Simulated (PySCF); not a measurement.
**Computed structure and properties of ReO2F2**

System: ReO2F2 (doublet); start: displaced along the imaginary mode (C2). Method: PySCF 2.14.0, UKS PBE, Re def2-SVP with ECP60, O def2-SVP, F def2-SVP; non-relativistic Hamiltonian with scalar-relativistic core potentials where named; density fitting; no spin-orbit coupling.

Input of the relaxation:

```python
mol = gto.M(atom='''
Re     0.05922     0.05922    -0.00000
O      1.76553    -0.10719     0.25000
O     -0.10719     1.76553    -0.25000
F     -1.84891    -0.13005     0.22932
F     -0.13005    -1.84891    -0.22932''',
    basis={'Re': 'def2-SVP', 'O': 'def2-SVP', 'F': 'def2-SVP'},
    ecp={'Re': 'def2-SVP'},
    charge=0, spin=1)
mf = dft.UKS(mol, xc='PBE')
mf.grids.atom_grid = (50, 194)
mf = mf.density_fit()  # fitting sets: Re def2-universal-JKFIT, O def2-universal-JKFIT, F def2-universal-JKFIT
mf.conv_tol = 1e-08; mf.max_cycle = 55
mf.kernel(dm0)  # dm0: converged density of the start geometry
# quasi-Newton relaxation in Cartesian coordinates to a largest gradient under 0.00045 Eh/bohr, steps kept in the point group
```

Run from Python with OMP_NUM_THREADS=2; the lines above give its settings. Where DIIS fails, smearing, a level shift and second-order steps follow.
It took 47 s on 2 threads of Intel(R) Xeon(R) CPU @ 2.60GHz (Ice Lake), on a shared host, from the converged density of the start.

Course of the relaxation:

| step | energy above end (eV) | largest force component within the symmetry (eV/Å) |
| --- | --- | --- |
| 0 | 1.3569 | 1.201 |
| 1 | 0.9176 | 0.700 |
| 2 | 0.3029 | 0.459 |
| 3 | 0.1126 | 1.436 |
| 4 | 0.0728 | 0.705 |
| 5 | 0.0235 | 0.269 |
| 6 | 0.0130 | 0.218 |
| 7 | 0.0073 | 0.264 |
| 8 | 0.0025 | 0.218 |
| 9 | 0.0005 | 0.103 |
| 10 | 0.0000 | 0.027 |
| 11 | 0.0000 | 0.006 |

Relaxed geometry (C2v):

```xyz
5

Re    0.0730    0.0730    0.0000
O     1.4734    0.0127    0.9710
O     0.0127    1.4734   -0.9710
F    -1.5326   -0.2880    0.9215
F    -0.2880   -1.5326   -0.9215
```

```tsv
contact	Å
Re1–O2 (O)	1.705
Re1–O3 (O)	1.705
Re1–F4 (F)	1.886
Re1–F5 (F)	1.886
```

On the finer grid (75, 302):

* HOMO: -6.13 eV
* LUMO: -4.97 eV
* Dipole about the centre of mass: 0.20 D
* Spin squared: 0.753
* Set of Mulliken populations of Re1 outside the core potential: s 2.49, p 6.40, d 4.85, f 0.18
* D3(BJ) dispersion energy (not in the energies): -0.088 eV

| atom | Mulliken (e) | Löwdin (e) | spin (e) |
| --- | --- | --- | --- |
| Re1 | 1.08 | 0.34 | 0.84 |
| O2 | -0.27 | -0.07 | 0.00 |
| O3 | -0.27 | -0.07 | 0.00 |
| F4 | -0.27 | -0.11 | 0.07 |
| F5 | -0.27 | -0.11 | 0.07 |

On the grid (50, 194), as all that follows. Harmonic modes: a minimum; lowest 96 cm⁻¹ (negative: unstable), highest 1014 cm⁻¹, zero-point energy 0.274 eV.

Rigid scan of O along the line from its metal:

```tsv
distance to O2 (Å)	energy (eV)
1.41	4.322
1.51	1.572
1.61	0.324
1.71	0.000
1.81	0.226
1.91	0.766
2.11	2.232
2.41	4.496
2.81	6.083
3.31	7.071
```

Taking off one F (charge -1, singlet; the rest: doublet) in vacuum, both parts rigid, costs 13.43 eV; the small basis without counterpoise inflates it. Most of it is the attraction of opposite charges; other ways to part are cheaper, and one spin state was tried for the rest.

Rigid scan of F along the line from its metal:

(distance to F4 (Å), energy (eV)): (1.59, 2.193), (1.69, 0.801), (1.79, 0.166), (1.89, 0.000), (1.99, 0.116), (2.09, 0.397), (2.29, 1.173), (2.59, 2.378), (2.99, 3.558), (3.49, 5.028)

One start shape was tried, so this needn't be the lowest isomer.

Open shells may have lower solutions than the one found.
